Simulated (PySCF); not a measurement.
Record of a relaxation.

Compound: C2H10NTl.
SMILES with atom numbers: `[CH3:1][NH+:2]([CH3:3])[TlH3-:4]` (hydrogens: H5, H6, H7 on C1; H8 on N2; H9, H10, H11 on C3; H12, H13, H14 on Tl4)

Method: PBE0-D3(BJ)/def2-SVP geometry optimisation, gas phase, def2 core potentials past Kr (PySCF 2.14.0); density fitting, grid level 1; the optimiser is geomeTRIC in internal coordinates, started from a GFN2-xTB structure with every atom displaced at random (about 0.01 Å). The frame can shift and turn from step to step; on so coarse a grid that alone can change the energy by a few meV, and forces under 0.02 eV/Å are noise.

Step 0: E = -8412.4914 eV, largest atomic force 1.892 eV/Å
```
atom  x, y, z in Å  |  force x, y, z in eV/Å
C1     -1.124   -0.993   -0.341   -0.775   1.619  -0.599
N2     -0.182    0.130   -0.418   -0.611   0.387  -0.308
C3     -0.734    1.325    0.240    1.220  -0.648   0.782
Tl4     2.102   -0.464    0.350   -0.200  -0.214   0.342
H5     -0.774   -1.826   -0.920    0.386  -0.740  -0.344
H6     -2.123   -0.666   -0.750    0.462  -0.386   0.282
H7     -1.259   -1.266    0.696   -0.022  -0.320   0.582
H8     -0.041    0.374   -1.409    0.044  -0.228   0.394
H9     -0.847    1.120    1.328   -0.030   0.040  -0.426
H10    -0.014    2.149    0.153   -0.034   0.077  -0.079
H11    -1.690    1.619   -0.166   -0.800   0.244  -0.340
H12     1.711   -0.547    1.995   -0.228  -0.040   0.790
H13     2.160   -1.885   -0.531    0.025  -0.937  -0.584
H14     2.809    0.914   -0.236    0.563   1.145  -0.491
```

Step 1: E = -8412.5586 eV, largest atomic force 1.029 eV/Å
```
atom  x, y, z in Å  |  force x, y, z in eV/Å
C1     -1.155   -0.978   -0.273    0.061  -0.255   0.037
N2     -0.246    0.143   -0.433    0.034  -0.048   0.096
C3     -0.702    1.350    0.234   -0.275   0.079  -0.111
Tl4     2.114   -0.477    0.295    0.125   0.081  -0.147
H5     -0.778   -1.847   -0.836   -0.035   0.090   0.102
H6     -2.182   -0.757   -0.614   -0.059   0.078  -0.049
H7     -1.212   -1.259    0.792    0.051   0.010  -0.079
H8     -0.125    0.332   -1.425    0.054   0.041  -0.094
H9     -0.759    1.172    1.318    0.000  -0.010   0.009
H10     0.010    2.167    0.064    0.051   0.043  -0.015
H11    -1.708    1.671   -0.122    0.200  -0.041   0.123
H12     1.683   -0.565    2.066    0.183   0.041  -0.685
H13     2.143   -2.037   -0.695    0.017   0.764   0.451
H14     2.881    1.085   -0.380   -0.408  -0.873   0.361
```

Step 2: E = -8412.6942 eV, largest atomic force 0.220 eV/Å
```
atom  x, y, z in Å  |  force x, y, z in eV/Å
C1     -1.152   -0.983   -0.274   -0.048  -0.015  -0.007
N2     -0.245    0.141   -0.435   -0.003   0.018  -0.017
C3     -0.698    1.350    0.234   -0.026   0.014  -0.015
Tl4     2.100   -0.476    0.293    0.065   0.071  -0.097
H5     -0.775   -1.852   -0.831    0.006   0.014   0.010
H6     -2.179   -0.755   -0.618    0.012  -0.002   0.004
H7     -1.204   -1.262    0.790    0.012   0.002  -0.006
H8     -0.118    0.332   -1.428    0.015  -0.001   0.013
H9     -0.750    1.169    1.318    0.012   0.004   0.007
H10     0.019    2.165    0.062    0.003  -0.009   0.002
H11    -1.699    1.678   -0.109    0.020  -0.020   0.011
H12     1.688   -0.558    1.998    0.010  -0.001  -0.040
H13     2.145   -1.958   -0.664    0.008   0.116   0.062
H14     2.833    1.008   -0.345   -0.087  -0.188   0.073
```

Step 3: E = -8412.6974 eV, largest atomic force 0.046 eV/Å
```
atom  x, y, z in Å  |  force x, y, z in eV/Å
C1     -1.153   -0.982   -0.274   -0.004   0.001  -0.001
N2     -0.245    0.142   -0.436   -0.014  -0.003  -0.002
C3     -0.697    1.350    0.234    0.002   0.005  -0.001
Tl4     2.098   -0.476    0.291   -0.007   0.002   0.018
H5     -0.775   -1.850   -0.831    0.000  -0.004  -0.001
H6     -2.180   -0.755   -0.618    0.001   0.004  -0.001
H7     -1.202   -1.261    0.789    0.002  -0.002   0.000
H8     -0.118    0.334   -1.429    0.009  -0.002   0.000
H9     -0.744    1.170    1.319    0.008   0.002   0.001
H10     0.020    2.164    0.060   -0.002   0.003   0.000
H11    -1.699    1.676   -0.104   -0.005  -0.001   0.005
H12     1.688   -0.561    1.991   -0.009  -0.010   0.016
H13     2.150   -1.941   -0.665    0.003  -0.034  -0.019
H14     2.822    0.989   -0.336    0.018   0.039  -0.016
```

Step 4: E = -8412.6977 eV, largest atomic force under 0.02 eV/Å
```
atom  x, y, z in Å  |  force x, y, z in eV/Å
C1     -1.154   -0.982   -0.274   -0.004   0.003   0.000
N2     -0.246    0.142   -0.436   -0.009   0.001  -0.002
C3     -0.697    1.351    0.235    0.002   0.001  -0.001
Tl4     2.099   -0.476    0.290    0.002   0.006   0.003
H5     -0.776   -1.850   -0.832    0.001   0.000  -0.001
H6     -2.181   -0.754   -0.617    0.001   0.001   0.000
H7     -1.203   -1.261    0.789    0.001  -0.001  -0.001
H8     -0.119    0.334   -1.429    0.006  -0.002   0.001
H9     -0.741    1.170    1.319    0.006   0.001   0.002
H10     0.019    2.165    0.058   -0.002   0.001  -0.002
H11    -1.700    1.676   -0.102   -0.002  -0.003   0.004
H12     1.685   -0.566    1.991   -0.004  -0.006   0.000
H13     2.152   -1.943   -0.667    0.002  -0.002  -0.004
H14     2.823    0.993   -0.336    0.000   0.001   0.000
```

Question: Summarise the path.

Answer: The energy falls by 19.90 kJ/mol from step 0 to step 4; nine tenths of that is first reached at step 2. It falls at every step. The largest force goes from 1.892 to under 0.02 eV/Å. Among the bonds Tl4–H14 changes most, from 1.656 to 1.754 Å; the atoms move by 0.068 Å rms after alignment.

Question: Follow the three bonds and two angles with the largest change from start to end.

Answer: 
| step | E above end (kJ/mol) | largest force (eV/Å) | Tl4–H14 (Å) | Tl4–H13 (Å) | Tl4–H12 (Å) | N2–C1–H6 (°) | H5–C1–H7 (°) |
| --- | --- | --- | --- | --- | --- | --- | --- |
| 0 | 19.90 | 1.892 | 1.656 | 1.673 | 1.693 | 109.2 | 111.2 |
| 1 | 13.42 | 1.029 | 1.866 | 1.847 | 1.825 | 113.2 | 108.0 |
| 2 | 0.33 | 0.220 | 1.774 | 1.765 | 1.756 | 112.6 | 107.8 |
| 3 | 0.02 | 0.046 | 1.750 | 1.750 | 1.751 | 112.7 | 107.8 |
| 4 | 0.00 | under 0.02 | 1.754 | 1.753 | 1.752 | 112.7 | 107.8 |

What follows is the cost of the whole optimisation. Time: 38 s wall; peak memory 0.50 GiB. Hardware: one thread, Arm Neoverse V1 (aarch64), shared host with 32 logical CPUs at a one-minute load of 23.
